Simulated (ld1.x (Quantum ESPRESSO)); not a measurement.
## Au (Z = 79), RRKJ: configuration errors across variants

```json
{
  "Element": "Au (Z = 79)",
  "Generator": "ld1.x (Quantum ESPRESSO) 7.5",
  "Type": "norm-conserving RRKJ (Kleinman–Bylander form)",
  "Functional": "PW91",
  "Relativity": "scalar-relativistic",
  "Frozen core": "[Kr] 4d10 4f14",
  "Valence charge": "19",
  "Reference configuration": "5s2 5p6 5d10 6s1 6p0",
  "Partial waves": "5s (bound): rc 1.65 bohr; 5p (bound): rc 1.30 bohr; 5d (bound): rc 1.25 bohr",
  "Local potential": "the d channel",
  "Core correction": "none"
}
```

Occupied shells without a wave of their own: 6s. They enter only through the test configuration that unscreens the potential.

All-electron excitation energies from the reference (eV): (1) 5s2 5p6 5d10 6s0 6p0 9.490; (2) 5s2 5p6 5d9 6s0 6p0 30.776; (3) 5s2 5p6 5d8 6s0 6p0 64.734; (4) 5s2 5p6 5d10 6s0.5 6p0 3.811; (5) 5s1 5p6 5d10 6s1 6p0 115.355; (6) 5s2 5p6 5d7 6s0 6p0 112.529; (7) 5s2 5p6 5d9 6s1 6p0 12.190.

For the base: The 6s level has no wave, so the channel is fitted at the deeper level alone: the likely source of the large errors.

On the changes marked as counting shells twice: ld1.x takes every shell without a wave as core, so the model core holds the marked electrons as well and exchange and correlation see them twice. This cancels in the reference configuration, but the file is broken for other ones, and its errors say nothing about a proper core correction.

A true bound ghost makes a file unfit for plane-wave use even where its test errors are small: the radial tests pick states by their node count and pass the ghost by.

Errors AE − PS in meV (a dash: test not solved or not reliable):

| change | (1) | (2) | (3) | (4) | (5) | (6) | (7) | bound ghosts |
| --- | --- | --- | --- | --- | --- | --- | --- | --- |
| base | +107 | +124 | +134 | +50 | -494 | +127 | +9.7 | p |
| core correction a·sin(br)/r model core inside 0.56 bohr (6s counted twice) | +53 | -22 | -141 | +37 | -819 | -302 | -13 | p |
| core correction a·sin(br)/r model core inside 0.90 bohr (6s counted twice) | +54 | -21 | -141 | +37 | -756 | -301 | -13 | p |
| core correction a·sin(br)/r model core inside 1.16 bohr (6s counted twice) | +55 | -20 | -139 | +37 | -647 | -301 | -13 | p |
| core correction a·sin(br)/r model core inside 1.26 bohr (6s counted twice) | +56 | -19 | -139 | +38 | -594 | -301 | -13 | p |
| core correction a·sin(br)/r model core inside 1.50 bohr (6s counted twice) | +57 | -18 | -138 | +38 | -534 | -299 | -13 | p |

Give the same row for: core correction a·sin(br)/r model core inside 0.72 bohr (6s counted twice).

+53, -22, -141, +37, -805, -302, -13; bound ghosts: p. ld1.x takes every shell without a wave as core, so the model core holds the 6s electrons as well and exchange and correlation see them twice. This cancels in the reference configuration, but the file is broken for other ones, and its errors say nothing about a proper core correction.
